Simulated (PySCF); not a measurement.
**Molecular orbitals of RbF**

r²SCAN at R = 2.308 Å; Rb def2-SVP with ECP28, F def2-SVP; scalar-relativistic core potentials (PySCF 2.14). State: ¹Σ⁺ (singlet), closed shell. Only the outer orbitals are listed, counted within each symmetry, core potentials removing the inner ones.

```
orbital  occ.  ε (eV)  on Rb (%)   main shells (%)
     2σ     2  -32.83        100          100 Rb s
     3σ     2  -23.11          4            96 F s
     1π     2  -16.07        100          100 Rb p
     1π     2  -16.07        100          100 Rb p
     4σ     2  -15.53         97           96 Rb p
     2π     2   -4.08          5            95 F p
     2π     2   -4.08          5            95 F p
     5σ     2   -4.07          8            92 F p
     6σ     0   -1.01         99  84 Rb s, 15 Rb p
     3π     0    0.09        100  89 Rb p, 10 Rb d
     3π     0    0.09        100  89 Rb p, 10 Rb d
```

**Question.** Which are the highest filled and the lowest empty level, where do they sit, and how wide is the gap?

**Answer.** Highest filled 5σ at -4.07 eV (in %: 92 F p); lowest empty 6σ at -1.01 eV (in %: 84 Rb s, 15 Rb p); the gap at r²SCAN is 3.06 eV.

| Quantity | Value |
| --- | --- |
| bond order (Mayer) | 0.68 |
| ⟨S²⟩ | 0.000 |
| charge on Rb (Mulliken, basis-dependent) | 0.64 |
| charge on Rb (Löwdin, basis-dependent) | 0.57 |
| dipole moment (positive dipole means Rb(−)F(+)) | -8.41 D |
